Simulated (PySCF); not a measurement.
H₄MoN₂O₂, multiplicity 1. Atoms are numbered in the order given.

```xyz
9

Mo     0.0000     0.0000    -0.0269
N      0.2863    -1.4051    -1.0042
H      0.3833    -1.9299    -1.8718
N     -0.2863     1.4051    -1.0042
H     -0.3833     1.9299    -1.8718
O     -1.5392    -0.3513     1.0330
H     -2.1797     0.3530     1.2014
O      1.5392     0.3513     1.0330
H      2.1797    -0.3530     1.2014
```
Charge 0, spin multiplicity 1.

Coordinates come from a B3LYP-D3(BJ)/def2-SVP optimisation. The multiplicity is an assumed one; other spin states were not compared. The def2 effective core potentials stand for the cores of Mo; spin–orbit coupling is left out. One conformer was computed; it need not be the lowest.

All values below come from PySCF with CAM-B3LYP/def2-TZVP.

Symmetry labels are those of the subgroup C2 that the program uses (full group C2).

Computed valence orbital energies around the gap with their symmetry:
| orbital | symmetry | energy (eV) |
|---|---|---|
| HOMO−7 | A | -12.44 |
| HOMO−6 | A | -12.19 |
| HOMO−5 | B | -12.05 |
| HOMO−4 | B | -10.71 |
| HOMO−3 | A | -10.30 |
| HOMO−2 | A | -9.94 |
| HOMO−1 | B | -9.39 |
| HOMO | B | -9.09 |
| LUMO | A | -0.29 |
| LUMO+1 | A | -0.12 |
| LUMO+2 | A | 0.51 |
| LUMO+3 | B | 0.73 |
